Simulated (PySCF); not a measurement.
One molecule, a ladder of functionals, a line

Molecule: SMILES O[SiH2]C(F)(F)F, CH₃F₃OSi.

Atom-mapped SMILES (the numbers label the heavy atoms): `[OH:1][SiH2:2][C:3]([F:4])([F:5])[F:6]`. Hydrogens are named by the atom that carries them.

GIAO shieldings (ppm, equivalent atoms averaged) in PySCF 2.14.0 with density-fitted response routines on the PBE0-D3(BJ)/def2-SVP geometry, basis pcSseg-2, gas phase, non-relativistic:

| functional | exact exchange (%) | σ(O1) | σ(Si2) | σ(C3) | σ(F4/F5/F6) |
| --- | --- | --- | --- | --- | --- |
| BLYP | 0 | 302.0 | 349.1 | 32.0 | 236.1 |
| BP86 | 0 | 305.8 | 356.1 | 37.3 | 236.6 |
| PBE | 0 | 305.9 | 356.7 | 37.2 | 235.3 |
| B3LYP | 20 | 308.1 | 361.5 | 40.6 | 251.9 |
| PBE0 | 25 | 313.0 | 372.3 | 47.5 | 255.4 |
| mPW1PW91 | 25 | 312.4 | 371.6 | 46.8 | 256.4 |
| HF | 100 | 323.4 | 418.7 | 73.2 | 301.7 |

(1) Fit each shielding as a line in the percentage of exact exchange.

(2) What does the line predict for BHandHLYP (50 %), and what does the run give?

Results:

(1) σ(O1) = 305.5 + 0.19 x (rms 2.0 ppm); σ(Si2) = 353.6 + 0.65 x (rms 3.2 ppm); σ(C3) = 35.7 + 0.38 x (rms 2.2 ppm); σ(F4/F5/F6) = 237.4 + 0.66 x (rms 1.7 ppm). The functionals also differ in their semilocal parts, which the line can't hold; Hartree–Fock has no correlation at all.

(2) σ(O1): 315.0 predicted, 314.9 computed; σ(Si2): 386.1 predicted, 381.3 computed; σ(C3): 54.7 predicted, 52.9 computed; σ(F4/F5/F6): 270.4 predicted, 272.1 computed ppm.
